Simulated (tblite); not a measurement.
Species: C₆H₉BClF.
SMILES with atom numbers: `[CH3:1][CH2:2][C@@H:3]1[CH2:4][B:5]([Cl:6])[CH:7]=[C:8]1[F:9]` (hydrogens: H10, H11, H12 on C1; H13, H14 on C2; H15 on C3; H16, H17 on C4; H18 on C7)

Computed with GFN2-xTB (tblite), gas phase: L-BFGS steps from a force-field or distance-geometry start until the largest atomic force falls under 0.01 eV/Å.

Step 6: E = -761.1728 eV
```
atom  x, y, z in Å  |  force x, y, z in eV/Å
C1      2.4029   -0.1152   -0.2974   -0.009   0.012  -0.034
C2      1.1926   -0.4851    0.5546    0.086   0.003   0.049
C3     -0.1179   -0.4651   -0.2481    0.058  -0.017  -0.001
C4     -0.5623    0.9373   -0.7072    0.101   0.067   0.027
B5     -2.0516    1.0898   -0.1864   -0.100   0.103  -0.016
Cl6    -3.0114    2.4888   -0.2733   -0.053   0.045  -0.104
C7     -2.3812   -0.1917    0.5771   -0.019   0.003   0.117
C8     -1.2877   -0.9599    0.5445    0.027  -0.037   0.048
F9     -1.1813   -2.1361    1.1743    0.075  -0.080  -0.038
H10     2.3109    0.8945   -0.6912   -0.015  -0.020   0.005
H11     3.3152   -0.1653    0.2954   -0.077  -0.006  -0.005
H12     2.5056   -0.8005   -1.1364   -0.009  -0.004   0.008
H13     1.3513   -1.4837    0.9723   -0.093   0.031  -0.042
H14     1.1136    0.2142    1.3898   -0.049  -0.002   0.019
H15     0.0128   -1.1234   -1.1133    0.011  -0.051  -0.030
H16    -0.3961    1.0772   -1.7723   -0.059   0.002  -0.075
H17     0.0394    1.7004   -0.2165    0.199   0.040   0.034
H18    -3.2636   -0.4697    1.1225   -0.076  -0.088   0.039
```

Step 7: E = -761.1771 eV
```
atom  x, y, z in Å  |  force x, y, z in eV/Å
C1      2.4019   -0.1151   -0.2984   -0.012  -0.015   0.013
C2      1.1916   -0.4856    0.5565    0.068   0.069  -0.055
C3     -0.1189   -0.4638   -0.2495    0.082  -0.035   0.062
C4     -0.5590    0.9390   -0.7061    0.026   0.069   0.016
B5     -2.0503    1.0922   -0.1804   -0.103   0.072  -0.028
Cl6    -3.0139    2.4889   -0.2799   -0.033   0.023  -0.090
C7     -2.3842   -0.1923    0.5832    0.016   0.078   0.049
C8     -1.2891   -0.9578    0.5440    0.057  -0.015   0.024
F9     -1.1754   -2.1335    1.1691    0.057  -0.164   0.006
H10     2.3105    0.8944   -0.6919   -0.020  -0.017   0.004
H11     3.3141   -0.1654    0.2954   -0.083  -0.003  -0.015
H12     2.5060   -0.8009   -1.1373   -0.020   0.004   0.023
H13     1.3478   -1.4836    0.9706   -0.073  -0.019  -0.008
H14     1.1113    0.2145    1.3906   -0.038  -0.007   0.024
H15     0.0152   -1.1253   -1.1119   -0.007  -0.035  -0.035
H16    -0.3963    1.0772   -1.7730   -0.075   0.009  -0.042
H17     0.0484    1.6990   -0.2178    0.181   0.045   0.031
H18    -3.2685   -0.4758    1.1251   -0.025  -0.059   0.022
```

Step 8: E = -761.1814 eV
```
atom  x, y, z in Å  |  force x, y, z in eV/Å
C1      2.4007   -0.1152   -0.2995   -0.014  -0.028   0.045
C2      1.1916   -0.4850    0.5578    0.016   0.085  -0.110
C3     -0.1184   -0.4628   -0.2503    0.053  -0.018   0.083
C4     -0.5548    0.9424   -0.7045   -0.045   0.052   0.016
B5     -2.0505    1.0956   -0.1752   -0.056   0.031  -0.022
Cl6    -3.0176    2.4903   -0.2887   -0.010  -0.012  -0.076
C7     -2.3864   -0.1919    0.5908    0.057   0.104  -0.014
C8     -1.2896   -0.9560    0.5445    0.067  -0.003   0.013
F9     -1.1684   -2.1341    1.1638    0.025  -0.173   0.016
H10     2.3096    0.8942   -0.6926   -0.022  -0.010  -0.002
H11     3.3115   -0.1656    0.2954   -0.056  -0.001  -0.012
H12     2.5060   -0.8014   -1.1380   -0.030   0.008   0.030
H13     1.3427   -1.4837    0.9686   -0.040  -0.045   0.019
H14     1.1081    0.2148    1.3920   -0.017  -0.014   0.017
H15     0.0174   -1.1279   -1.1110   -0.025   0.003  -0.014
H16    -0.3982    1.0772   -1.7746   -0.084   0.017   0.022
H17     0.0616    1.6986   -0.2184    0.123   0.019  -0.001
H18    -3.2740   -0.4833    1.1281    0.058  -0.015  -0.010
```

Step 9: E = -761.1839 eV
```
atom  x, y, z in Å  |  force x, y, z in eV/Å
C1      2.3998   -0.1153   -0.2998   -0.015  -0.017   0.039
C2      1.1921   -0.4838    0.5575   -0.028   0.043  -0.075
C3     -0.1172   -0.4623   -0.2499    0.001   0.012   0.052
C4     -0.5526    0.9455   -0.7030   -0.061   0.026   0.027
B5     -2.0518    1.0982   -0.1732    0.006   0.001  -0.004
Cl6    -3.0202    2.4914   -0.2953   -0.004  -0.029  -0.069
C7     -2.3863   -0.1906    0.5956    0.081   0.065  -0.034
C8     -1.2888   -0.9555    0.5458    0.054  -0.004   0.017
F9     -1.1640   -2.1375    1.1608   -0.004  -0.110  -0.007
H10     2.3087    0.8939   -0.6930   -0.020  -0.005  -0.007
H11     3.3089   -0.1657    0.2954   -0.017   0.000   0.003
H12     2.5053   -0.8018   -1.1379   -0.033   0.003   0.025
H13     1.3387   -1.4840    0.9676   -0.017  -0.030   0.020
H14     1.1059    0.2147    1.3931    0.000  -0.017   0.003
H15     0.0182   -1.1293   -1.1109   -0.034   0.035   0.013
H16    -0.4013    1.0776   -1.7753   -0.082   0.022   0.063
H17     0.0717    1.6989   -0.2186    0.062  -0.012  -0.035
H18    -3.2760   -0.4879    1.1296    0.110   0.017  -0.031
```

Q: Estimate the geometry and energy of step 10. (The exact step hangs on the optimiser's Hessian estimate; all steps are aligned on step 9, rigid shifts and turns removed.)

A: E = -761.1857 eV, largest force 0.136 eV/Å
```
atom  x, y, z in Å  |  force x, y, z in eV/Å
C1      2.3990   -0.1155   -0.2997   -0.013   0.000   0.018
C2      1.1922   -0.4826    0.5565   -0.050  -0.011  -0.007
C3     -0.1164   -0.4617   -0.2489   -0.038   0.033   0.008
C4     -0.5519    0.9481   -0.7012   -0.042   0.001   0.038
B5     -2.0528    1.1002   -0.1725    0.053  -0.012   0.017
Cl6    -3.0222    2.4918   -0.3011   -0.007  -0.036  -0.065
C7     -2.3844   -0.1889    0.5983    0.085   0.007  -0.027
C8     -1.2872   -0.9558    0.5474    0.034  -0.011   0.020
F9     -1.1613   -2.1419    1.1586   -0.026  -0.030  -0.037
H10     2.3076    0.8934   -0.6933   -0.016  -0.001  -0.009
H11     3.3069   -0.1659    0.2956    0.015   0.000   0.017
H12     2.5042   -0.8020   -1.1373   -0.030  -0.006   0.015
H13     1.3356   -1.4844    0.9670   -0.003  -0.001   0.010
H14     1.1044    0.2142    1.3938    0.011  -0.017  -0.007
H15     0.0179   -1.1296   -1.1106   -0.037   0.057   0.029
H16    -0.4051    1.0783   -1.7748   -0.075   0.024   0.074
H17     0.0797    1.6989   -0.2193    0.012  -0.032  -0.056
H18    -3.2750   -0.4904    1.1299    0.126   0.036  -0.036
```

The energy changes by -0.0019 eV. The first-order estimate −F·Δx gives -0.0026 eV and the mean of the old and new forces, exact on a quadratic surface, -0.0019 eV. The step makes an angle of 54° with the force vector and moves no atom by more than 0.008 Å.

What follows is the cost of the whole relaxation. Hardware: one thread, Arm Neoverse N1 (aarch64), shared host with 64 logical CPUs at a one-minute load of 58. Cost: 0.58 s.
